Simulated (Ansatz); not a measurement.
| atom | x (Å) | y (Å) | z (Å) |
| --- | --- | --- | --- |
| C | 0.0000 | 0.0000 | -0.8442 |
| S | 0.0000 | 0.0000 | 0.8442 |

Basis set: cc-pVTZ on C; cc-pV(T+d)Z on S (spherical functions). Frozen core: 6 orbitals. Charge 0, multiplicity 1.

Computed with Ansatz (development build ahead of 0.2.0); the reference of a correlated method needn't be the lowest determinant of its kind. Restricted open shells among the atoms or ions are ROHF, correlated in semicanonical orbitals with singles.

Give the atomization energy at this shape (free ground-state atoms in the same class of orbitals less the molecule, no zero-point energy) of singlet CS by RHF-CCSD(T), UHF-CCSD(T).

| method | atomization energy |
| --- | --- |
| RHF-CCSD(T) | 6.69 eV |
| UHF-CCSD(T) | 6.64 eV |

Caution: the reference determinant was not shown to be the lowest; the shape is not the minimum.
